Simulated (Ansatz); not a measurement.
Cost and result up the ladder for In(NH2Me)H3 (CH₈InN) (11 atoms). Charge 0, multiplicity 1. Geometry: PBE0-D4/def2-SVP.

```xyz
11

In    0.076    0.958   -1.569
N    -0.140    0.294    0.713
C     0.037   -1.139    0.933
H    -1.059    0.601    1.032
H     0.540    0.831    1.251
H    -0.065   -1.435    1.990
H    -0.706   -1.691    0.339
H     1.032   -1.440    0.576
H    -1.220   -0.040   -2.176
H     1.718    0.401   -1.769
H    -0.214    2.660   -1.321
```

Ansatz on 4 threads of Intel Xeon on a shared host. Times are rough, and most runs start from the orbitals of an earlier one. r2SCAN0-D4/def2-TZVP serves as the yardstick here, not as an exact answer. Differences are given only for rows in sets of like size (and for xTB, whose basis is part of the method), since another set adds its own error. Binding counts from free atoms at the same level (In doublet, N quartet, C triplet, H doublet; other spins of the atoms weren't run), without zero-point energy or a counterpoise term.

In the def2 sets In takes a core potential, while STO-3G treats all electrons; there is no spin–orbit coupling. Correlated methods freeze 6 core orbitals; core or outer-core shells of In are correlated, in sets that lack core-valence functions.

Correlated methods converge slowly with the basis.

```json
{"level": "HF/STO-3G", "functions": "45", "wall time": "1.1 s", "binding energy per atom (eV)": "3.06", "difference from r2SCAN0-D4/def2-TZVP (eV)": "–"}
{"level": "PBE-D4/def2-SVP", "functions": "94", "wall time": "2.3 s", "binding energy per atom (eV)": "3.08", "difference from r2SCAN0-D4/def2-TZVP (eV)": "–"}
{"level": "LDA (SPW92)/def2-TZVP", "functions": "160", "wall time": "3.1 s", "binding energy per atom (eV)": "3.47", "difference from r2SCAN0-D4/def2-TZVP (eV)": "0.44"}
{"level": "HF/def2-TZVP", "functions": "160", "wall time": "3.2 s", "binding energy per atom (eV)": "2.20", "difference from r2SCAN0-D4/def2-TZVP (eV)": "-0.82"}
{"level": "PBE0-D4/def2-SVP", "functions": "94", "wall time": "3.3 s", "binding energy per atom (eV)": "3.05", "difference from r2SCAN0-D4/def2-TZVP (eV)": "–"}
{"level": "revPBE-D4/def2-TZVP", "functions": "160", "wall time": "4 s", "binding energy per atom (eV)": "3.01", "difference from r2SCAN0-D4/def2-TZVP (eV)": "-0.01"}
{"level": "PBE-D4/def2-TZVP", "functions": "160", "wall time": "4.2 s", "binding energy per atom (eV)": "3.07", "difference from r2SCAN0-D4/def2-TZVP (eV)": "0.05"}
{"level": "BLYP-D4/def2-TZVP", "functions": "160", "wall time": "4.6 s", "binding energy per atom (eV)": "3.04", "difference from r2SCAN0-D4/def2-TZVP (eV)": "0.02"}
{"level": "r2SCAN-D4/def2-TZVP", "functions": "160", "wall time": "5 s", "binding energy per atom (eV)": "3.05", "difference from r2SCAN0-D4/def2-TZVP (eV)": "0.03"}
{"level": "BHLYP-D4/def2-TZVP", "functions": "160", "wall time": "6 s", "binding energy per atom (eV)": "3.00", "difference from r2SCAN0-D4/def2-TZVP (eV)": "-0.02"}
{"level": "r2SCAN0-D4/def2-TZVP", "functions": "160", "wall time": "7.5 s", "binding energy per atom (eV)": "3.02", "difference from r2SCAN0-D4/def2-TZVP (eV)": "0.00"}
{"level": "PBE0-D4/def2-TZVP (with forces)", "functions": "160", "wall time": "8 s", "binding energy per atom (eV)": "3.04", "difference from r2SCAN0-D4/def2-TZVP (eV)": "0.02"}
{"level": "MP2/def2-TZVP", "functions": "160", "wall time": "10 s", "binding energy per atom (eV)": "2.90", "difference from r2SCAN0-D4/def2-TZVP (eV)": "-0.12"}
{"level": "CCSD(T)/def2-TZVPP", "functions": "224", "wall time": "4.9 min", "binding energy per atom (eV)": "3.01", "difference from r2SCAN0-D4/def2-TZVP (eV)": "-0.01"}
```
